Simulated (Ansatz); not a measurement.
Species: ScCl2, net charge 1, singlet state. The spin state was set by rule; other spins were not relaxed. 
Geometry from a B3LYP-D3(BJ)/def2-TZVP (Ansatz, a quantum-chemistry and plane-wave program) optimisation:
```
Sc
Cl 1 2.1959
Cl 1 2.1959 2 114.64
```
Charge +1, spin multiplicity 1.

Basis-set convergence of Hartree-Fock and CCSD(T) correlation energies (hartree) with Ansatz. Valence correlation only, unless marked. No spin-orbit coupling. Frozen are the shells of the preceding noble gas and the d and f shells that filled before the atom's block. Non-relativistic.

```csv
basis,functions,E(HF),"E(corr, CCSD(T))"
def2-SVPD,88,-1678.29159,-0.37577
def2-TZVPPD,169,-1678.69500,-0.48813
def2-QZVPPD,251,-1678.73427,-0.52687
```

Extrapolating the two largest sets (X = 3 and 4) as X^-3: E(corr) = (64·(-0.52687) - 27·(-0.48813))/37 = -0.5551 Eh, an estimate of the basis-set limit. The largest set recovers 94.9 % of it, the smallest 67.7 %.
